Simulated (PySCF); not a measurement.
Start geometry of `[AsH3]` from GFN2-xTB (Å):
```
atom  x, y, z in Å
As1    0.011   -0.011    0.645
H2    -0.721   -0.966   -0.244
H3    -0.477    1.121   -0.204
H4     1.208   -0.134   -0.243
```

Q: What comes out of this run: PBE0-D3(BJ)/def2-SVP geometry optimisation, gas phase in PySCF?

A: 
```
atom  x, y, z in Å
As1    0.010   -0.010    0.625
H2    -0.754   -1.009   -0.238
H3    -0.497    1.170   -0.196
H4     1.261   -0.142   -0.237
```

The energy falls by 0.94 kcal/mol over 4 energy and gradient evaluations, the largest force component goes from 0.0119 to 1.3e-05 Eh/bohr, and the atoms move by 0.048 Å rms after alignment. Among the bonds, As1–H2 and As1–H4 change most and about equally (+0.029 to +0.030 Å). Bonds longer at the end by more than 0.005 Å: 3 of 3; shorter: 0. Among the angles that change most is H2–As1–H3, from 89.2° to 92.0°. Rotational constants go from 113608, 113510, 113464 to 111783, 111766, 104156 MHz. The orientation of the end geometry is arbitrary; only internal coordinates are fixed.

The run used 47 basis functions and 20 SCF cycles in all. The run took about 2.3 s of CPU time (one thread, shared machine).

No PBE0-D3(BJ)/def2-SVP frequencies stand behind this structure, so it isn't proved a minimum.
